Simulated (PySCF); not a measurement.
C2H6BNS2.
SMILES: `NB1SCCS1`

Jobs on this species (12 atoms, 62 electrons) with PySCF (density fitting). Hardware of each: an Arm Neoverse V1 with one thread, shared host. The host was shared with other jobs, so the times are rough. Peak memory is the resident size of the whole Python process, interpreter and libraries included.

| level and settings | work | basis functions | SCF cycles | wall time | peak memory |
| --- | --- | --- | --- | --- | --- |
| delta-SCF UKS SCAN, pcX-1 on the ionised atom, pcseg-1 elsewhere, spin-free X2C | ΔSCF core ionisation, 5 holes | 144 | ? | ? | ? |
| delta-SCF UKS PBE, pcX-2 on the ionised atom, pcseg-1 elsewhere, spin-free X2C | ΔSCF core ionisation, 5 holes | 164 | 78 | 22 s | 0.55 GiB |
| delta-SCF UKS B3LYP, pcX-2 on the ionised atom, pcseg-1 elsewhere, spin-free X2C | ΔSCF core ionisation, 5 holes | 164 | 73 | 47 s | 0.71 GiB |
| delta-SCF UKS SCAN, pcX-2 on the ionised atom, pcseg-1 elsewhere, non-relativistic | ΔSCF core ionisation, 5 holes | 164 | 84 | 36 s | 0.66 GiB |
| delta-SCF UKS SCAN, pcX-2 on the ionised atom, pcseg-1 elsewhere, spin-free X2C | ΔSCF core ionisation, 5 holes | 164 | 84 | 37 s | 0.54 GiB |
| delta-SCF UKS SCAN, def2-TZVP on the ionised atom, pcseg-1 elsewhere, spin-free X2C | ΔSCF core ionisation, 5 holes | 141 | 84 | 35 s | 0.50 GiB |
| PBE0-D3(BJ)/def2-SVP, grid level 1 | geometry optimisation from a GFN2-xTB start shaken at random | 122 | 46 | 45 s | 0.52 GiB |
| delta-SCF UKS HF, pcX-2 on the ionised atom, pcseg-1 elsewhere, spin-free X2C | ΔSCF core ionisation, 5 holes | 164 | 79 | 32 s | 0.60 GiB |
| delta-SCF UKS PBE0, pcX-2 on the ionised atom, pcseg-1 elsewhere, spin-free X2C | ΔSCF core ionisation, 5 holes | 164 | 71 | 45 s | 0.67 GiB |

**Question.** Fill in the missing figures.

**Answer.** 
- delta-SCF UKS SCAN, pcX-1 on the ionised atom, pcseg-1 elsewhere, spin-free X2C; ΔSCF core ionisation, 5 holes: 30 s, 0.50 GiB, 81 SCF cycles

**Question.** What do all jobs in the table cost together?

**Answer.** About 5.5 min; the longest takes about 14 % of that, and about 2.1 times as long as the shortest.
